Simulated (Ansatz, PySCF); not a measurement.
The pair A = C2H4 (SMILES C=C) (first 6 atoms), B = H2S (SMILES S); geometry from B3LYP-D3(BJ)/def2-TZVP.
(charge 0, multiplicity 1):
```xyz
9

C     -0.1732    -0.6733     0.0048
C     -0.0518     0.6397     0.1424
H     -1.1373    -1.1648     0.0548
H      0.6864    -1.3106    -0.1635
H      0.9122     1.1313     0.0924
H     -0.9116     1.2770     0.3107
S      0.4534    -0.4597     3.9712
H      0.2659    -0.3132     2.6474
H     -0.8598    -0.3585     4.2311
```

Cores are frozen in the correlated methods. CBS(a, b) extrapolates the correlation energy as X⁻³ and adds the Hartree–Fock energy of set b. MP2 and its Hartree–Fock in aug-cc-pV(T+d)Z are density fitted.

Codes used: Ansatz (a quantum-chemistry and plane-wave program); PySCF for the dispersion terms. Values without a source in brackets are computed.

The monomers are drawn apart, rigid, along the line of their centres of mass. Counterpoise-corrected interaction energies (kcal/mol):

```tsv
level	R = 5.005 Å	R = 6.085 Å
PBE/def2-TZVPPD	-0.5921	-0.1953
PBE-D3(BJ)/def2-TZVPPD	-0.8879	-0.2861
wB97M-V/def2-TZVPPD	-0.7135	-0.2584
MP2/CBS(aug-cc-pV(D+d)Z, aug-cc-pV(T+d)Z) + ΔCCSD(T)/aug-cc-pV(D+d)Z	-0.7282	-0.2541
```

**Question.** R is the distance of the centres of mass. Find the local exponent m of E ∝ R⁻ᵐ between the two points.

**Answer.** 
m = ln(E₁/E₂)/ln(R₂/R₁): PBE/def2-TZVPPD 5.7; PBE-D3(BJ)/def2-TZVPPD 5.8; wB97M-V/def2-TZVPPD 5.2; MP2/CBS(aug-cc-pV(D+d)Z, aug-cc-pV(T+d)Z) + ΔCCSD(T)/aug-cc-pV(D+d)Z 5.4. For scale, two fixed dipoles give m = 3, dipole and quadrupole 4, quadrupoles 5, and dispersion or dipole-induced dipole 6 at long range; at these distances several terms mix, and what is left of overlap and damping shifts m, so it need not match one of them.
